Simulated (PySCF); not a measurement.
## TDDFT excited states: C9H7NSi

Species: C₉H₇NSi.
Numbering: `[N:1]#[C:2][c:3]1[cH:4][cH:5][cH:6][c:7]2[c:8]1[CH:9]=[CH:10][SiH2:11]2` (hydrogens: H12 on C4; H13 on C5; H14 on C6; H15 on C9; H16 on C10; H17, H18 on Si11)

Cartesian coordinates in Å at the PBE0-D3(BJ)/def2-SVP level; atoms count from 1:
```xyz
18
C9H7NSi angstrom
N      1.7257    3.4191    0.5346
C      1.6235    2.2731    0.3889
C      1.4938    0.8590    0.2100
C      2.6411    0.0653    0.0380
C      2.5221   -1.3070   -0.1363
C      1.2583   -1.9098   -0.1425
C      0.1131   -1.1403    0.0261
C      0.2229    0.2574    0.2047
C     -1.0513    0.9774    0.3745
C     -2.1836    0.2428    0.3429
Si    -1.7249   -1.5525    0.0769
H      3.6229    0.5419    0.0437
H      3.4197   -1.9145   -0.2687
H      1.1827   -2.9918   -0.2812
H     -1.0351    2.0633    0.5170
H     -3.1664    0.7039    0.4601
H     -2.2377   -2.1386   -1.1980
H     -2.0994   -2.4614    1.2018
```

The calculation used TDDFT CAM-B3LYP/def2-SVPD, vertical, gas phase, core orbitals frozen in the response (PySCF 2.14.0, density-fitted response routines).

```json
{"state": "S1", "E (eV)": "4.54", "λ (nm)": "273.4", "f": "0.081", "symmetry": "A′", "main configurations (H = HOMO, L = LUMO)": "H→L (60%), H→L+1 (33%)"}
{"state": "S2", "E (eV)": "4.66", "λ (nm)": "265.8", "f": "0.081", "symmetry": "A′", "main configurations (H = HOMO, L = LUMO)": "H→L+1 (36%), H-1→L (31%), H→L (27%)"}
{"state": "S3", "E (eV)": "5.56", "λ (nm)": "223.1", "f": "0.343", "symmetry": "A′", "main configurations (H = HOMO, L = LUMO)": "H-1→L (60%), H→L+1 (26%)"}
{"state": "S4", "E (eV)": "5.93", "λ (nm)": "208.9", "f": "0.400", "symmetry": "A′", "main configurations (H = HOMO, L = LUMO)": "H-1→L+1 (85%)"}
{"state": "S5", "E (eV)": "5.96", "λ (nm)": "208.0", "f": "0.0001", "symmetry": "–", "main configurations (H = HOMO, L = LUMO)": "H-3→L (77%), H-4→L (13%)"}
{"state": "S6", "E (eV)": "6.33", "λ (nm)": "195.7", "f": "0.0013", "symmetry": "–", "main configurations (H = HOMO, L = LUMO)": "H-4→L (58%), H-3→L (16%), H-3→L+1 (11%)"}
{"state": "S7", "E (eV)": "6.52", "λ (nm)": "190.2", "f": "0.0071", "symmetry": "A″", "main configurations (H = HOMO, L = LUMO)": "H-3→L+1 (62%), H-4→L (15%), H-4→L+1 (10%)"}
{"state": "S8", "E (eV)": "6.67", "λ (nm)": "185.8", "f": "0.0013", "symmetry": "–", "main configurations (H = HOMO, L = LUMO)": "H→L+2 (89%)"}
{"state": "S9", "E (eV)": "6.77", "λ (nm)": "183.2", "f": "0.0091", "symmetry": "A′", "main configurations (H = HOMO, L = LUMO)": "H-2→L (68%), H→L+4 (28%)"}
{"state": "S10", "E (eV)": "6.80", "λ (nm)": "182.3", "f": "0.0033", "symmetry": "A″", "main configurations (H = HOMO, L = LUMO)": "H→L+3 (50%)"}
```

Triplets, Tamm–Dancoff:

```json
{"state": "T1", "E (eV)": "2.99", "λ (nm)": "415.2", "main configurations (H = HOMO, L = LUMO)": "H→L (85%)"}
{"state": "T2", "E (eV)": "3.95", "λ (nm)": "314.0", "main configurations (H = HOMO, L = LUMO)": "H→L+1 (39%), H-1→L+1 (33%), H-1→L (15%)"}
{"state": "T3", "E (eV)": "4.03", "λ (nm)": "307.8", "main configurations (H = HOMO, L = LUMO)": "H-1→L+1 (43%), H→L+1 (42%)"}
{"state": "T4", "E (eV)": "4.57", "λ (nm)": "271.4", "main configurations (H = HOMO, L = LUMO)": "H-1→L (75%), H→L+1 (10%)"}
```

The lowest singlet lies at 4.54 eV (273 nm, ultraviolet) and is of moderate strength; its leading configuration is HOMO→LUMO (60%). The strongest level in the table is S4 at 5.93 eV (209 nm, f = 0.400). Löwdin shares by element: HOMO carbon 62% or more (atoms not listed hold the other 38%); LUMO carbon 56% or more (atoms not listed hold the other 44%). Orbital energies (eV): HOMO-3 -10.61, HOMO-2 -10.54, HOMO-1 -9.06, HOMO -8.33, LUMO -0.99, LUMO+1 -0.60, LUMO+2 0.95. The oscillator strengths of these states sum to 0.927; summed over the whole spectrum of an exact calculation they would give the number of electrons, 82 (Thomas–Reiche–Kuhn). Of the 10 states listed, 4 reach f = 0.01 and 1 stays under 0.0005. Symmetry labels in Cs follow from the direction of the transition dipole and are given only for states with f of 0.002 or more. Only the lowest 10 singlets were computed, as vertical energies without vibronic structure.
